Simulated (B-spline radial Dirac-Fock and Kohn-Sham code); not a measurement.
**How the binding energies of Zr¹⁶⁺ add up**

System: Zr¹⁶⁺, [Ar] 3d6; nuclear rms radius 4.2694 fm (A = 90).

Input file task.json (cfg lists n, l and occupation; rrms is the nuclear radius in fm):

```json
{"items": [{
  "Z": 40,
  "q": 16,
  "cfg": [[1, 0, 2], [2, 0, 2], [2, 1, 6], [3, 0, 2], [3, 1, 6], [3, 2, 6]],
  "A": 90,
  "rrms": 4.2694,
  "do": ["binding"]
}]}
```

Run with: `python xray_run.py task.json out`

These are calculated numbers from a B-spline atomic structure program; the model is ΔSCF Dirac-Fock with Breit, self-energy and vacuum polarisation, finite nucleus, configuration average. Electron correlation is not included. Energies are counted from the vacuum level.

All terms are in eV, carry their sign (relaxation lowers the binding energy) and add up to the binding energy; ⟨r⟩ is the mean radius of the orbital in the initial state.

```
subshell  −ε (Koopmans)  relaxation   Gaunt  retardation  self-energy  vacuum polarisation  binding energy  ⟨r⟩ (bohr)
       K        18592.6      -40.08  -33.72         2.49       -17.31                 1.94         18505.9       0.037
      L1         3056.7      -14.52   -2.84         0.14        -1.98                 0.21          3037.7       0.161
      L2         2831.4      -16.89   -5.05         0.55         0.19                -0.01          2810.1       0.138
      L3         2744.5      -16.34   -3.63         0.62         0.01                -0.01          2725.2       0.142
      M1          873.4       -2.13   -0.47         0.03        -0.40                 0.04           870.5       0.436
      M2          786.5       -2.34   -0.84         0.10         0.03                 0.00           783.4       0.428
      M3          770.4       -2.21   -0.57         0.11         0.00                 0.00           767.7       0.436
    M4,5          632.4       -2.81   -0.17         0.03         0.03                 0.00           629.5       0.406
```

For the deepest level, K (1s), the Breit terms make up -0.169 % of the binding energy, QED -0.083 % and orbital relaxation -0.217 %.

Going to the tabulated ground configuration of the next ion removes an electron from M4,5 (3d), computed at 629.5 eV. NIST lists 622 ± 3 eV as the ionisation energy of this species (theoretical), -7.48 eV from the computed value. Where a p, d or f shell is open in either ion the computed value averages over both j values and all terms, while the table refers to the lowest levels; that difference holds spin-orbit splitting (largest in heavy or highly charged ions), term energies where several electrons share open shells, and correlation, and it can reach 10 % or more.
